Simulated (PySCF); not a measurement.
Identify the unknown among the candidates.

All candidates are C5H4FN.

* NMR, other nuclei: isotropic shieldings of nuclei other than C and H, by class: -38 (1 N), 255 (1 F) ppm [GIAO PBE0/pcSseg-1]
* Triplet: lowest triplet excitation (Tamm–Dancoff): 4.50 eV [TDA CAM-B3LYP/def2-SVPD]
* XPS: C1s 291.2, C1s 291.8, C1s 292.4, C1s 292.8, C1s 293.5, N1s 405.1, F1s 693.7 eV [ΔSCF SCAN, pcX-2 on the ionised atom, pcseg-1 elsewhere, spin-free X2C]
* 13C NMR: chemical shifts (computed TMS as zero) by class: 158.7 (1 C), 121.6 (1 C), 116.4 (1 C), 34.8 (1 C), 27.6 (1 C) ppm [GIAO PBE0/pcSseg-1]
* Polarisability: 58.1 au [CAM-B3LYP/def2-SVPD]
* Rotational structure: rotational constants A, B, C: 4.246, 2.396, 1.685 GHz [GFN2-xTB]

The electronic properties come from PySCF, for the isolated species, density fitting. Levels stand in brackets. Isolated species at its GFN2-xTB geometry, gas phase. NMR values are class means; diastereotopic atoms form classes of their own.

**Question.** Which candidate is it?
A. `Fc1ccncc1`
B. `N#C[C@H]1CC=C1F`
C. `C=C/C(C#N)=C\F`

**Answer.** B. It is `N#C[C@H]1CC=C1F`. Numbering: `[N:1]#[C:2][C@H:3]1[CH2:4][CH:5]=[C:6]1[F:7]`. Its formula, C5H4FN, gives 4 degrees of unsaturation: 1 ring and 3 π bonds in the structure found. 5 carbons fall into 5 classes; from least to most shielded: vinylic C–F carbon [C6] (158.7 ppm), nitrile carbon [C2] (121.6 ppm), alkene CH carbon [C5] (116.4 ppm), sp3 carbon next to a nitrile [C3] (34.8 ppm), allylic carbon [C4] (27.6 ppm). The other shieldings belong to: -38 ppm, nitrile nitrogen [N1]; 255 ppm, vinyl fluorine [F7]. The core levels belong to: C1s 291.2 eV, alkene CH carbon [C5]; C1s 291.8 eV, allylic carbon [C4]; C1s 292.4 eV, nitrile carbon [C2]; C1s 292.8 eV, sp3 carbon next to a nitrile [C3]; C1s 293.5 eV, vinylic C–F carbon [C6]; N1s 405.1 eV, nitrile nitrogen [N1]; F1s 693.7 eV, vinyl fluorine [F7]. The optimised geometry has point group C1 and is an asymmetric top.

The others, at the same levels:
- `C=C/C(C#N)=C\F` fails: its computed 13C shifts are 169.8 (1 C), 131.2 (1 C), 128.8 (1 C), 118.2 (1 C), 108.9 (1 C) ppm, rotational constant A is 3.714 GHz (against 4.246 GHz) and smallest rotational constant is 1.377 GHz (against 1.685 GHz).
- `Fc1ccncc1` fails: it has 3 carbon classes against 5; its computed 13C shifts are 179.6 (1 C), 158.0 (2 C), 116.6 (2 C) ppm, rotational constant A is 6.071 GHz (against 4.246 GHz) and smallest rotational constant is 1.820 GHz (against 1.685 GHz).

Each candidate is one conformer, not necessarily the lowest. Dipoles, sizes and rotational constants follow the conformer. The torsions of the flexible species, by atom-mapped SMILES:
- `[CH2:1]=[CH:2]/[C:3]([C:4]#[N:5])=[CH:6]\[F:7]`: C1–C2–C3–C4 0°
